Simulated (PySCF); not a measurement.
**Working out the ionisation energy of Rh⁺**

Rh⁺ [Kr] 4d8 (3F) → Rh²⁺ [Kr] 4d7 (4F). Computed with PySCF 2.14 in ANO-RCC-VTZP, with the spin-free X2C one-electron Hamiltonian (Gaussian nucleus). Frozen: [Ar] 3d10. Energies in hartree (1 hartree = 27.21139 eV):

```tsv
part	Rh⁺ (lower)	Rh²⁺ (upper)
UHF	-4780.810785	-4780.217252
MP2 opposite-spin	-0.349175	-0.301756
MP2 same-spin	-0.165348	-0.142689
```

Problem. What does Hartree-Fock give?

Solution. (-4780.217252) − (-4780.810785) = 0.593533 hartree = 16.151 eV.

Problem. What do MP2 and SCS-MP2 (6/5 opposite-spin, 1/3 same-spin) give?

Solution. The opposite-spin parts differ by 1.290 eV and the same-spin parts by 0.617 eV. MP2: 16.151 + (1.290) + (0.617) = 18.058 eV. SCS-MP2: 16.151 + 1.2 × (1.290) + (0.617)/3 = 17.905 eV.

A first-order spin-orbit estimate adds -0.022 eV to MP2 (valence and next inner shell), giving 18.036 eV against 18.08 eV (semi-empirical (NIST evaluation); NIST Atomic Spectra Database, ionization energies).

What remains against the reference includes basis incompleteness, the frozen core and correlation beyond second order.
